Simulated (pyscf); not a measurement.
## HO–B(F)–F, singlet

Gas-phase minimum from PySCF at ωB97X-D3(BJ)/def2-SVP, one conformer. 

```
B
F 1 1.3231
F 1 1.3332 2 118.31
O 1 1.3480 2 119.78 3 -179.83
H 4 0.9637 1 113.04 2 179.94
```

Properties at ωB97X-D3(BJ)/def2-SVP:

```json
{
 "harmonic_wavenumbers_unscaled": "447, 483, 532, 692, 889, 1001, 1466, 1528, 3925 cm⁻¹",
 "zero_point_energy": "15.7 kcal/mol",
 "rotational_symmetry_number": "1",
 "Entropy of this conformer at 298 K and 1 atm, rigid rotor and harmonic oscillator, modes under 100 cm⁻¹ raised to 100": "272.3 J/(mol K)",
 "dipole_moment": "2.08 D"
}
```

Single-point totals, which compare only within one level (frozen core for MP2 and CC):

| level | total energy (hartree) |
|---|---|
| ωB97X-D3(BJ)/def2-TZVP | -300.71189 |
| PBE/def2-TZVP | -300.36698 |
| r²SCAN/def2-TZVP | -300.54354 |
| B3LYP-D3(BJ)/def2-TZVP | -300.68517 |
| PBE0-D3(BJ)/def2-TZVP | -300.37310 |
| M06-2X/def2-TZVP | -300.57904 |
| ωB97M-D3(BJ)/def2-TZVP | -300.73774 |
| HF/def2-TZVPP | -299.33466 |
| MP2/def2-TZVPP | -300.16156 |
| CCSD/def2-TZVPP | -300.16607 |
| CCSD(T)/def2-TZVPP | -300.19140 |

The CCSD(T) − MP2 part came from Ansatz, without density fitting, on the same reference.
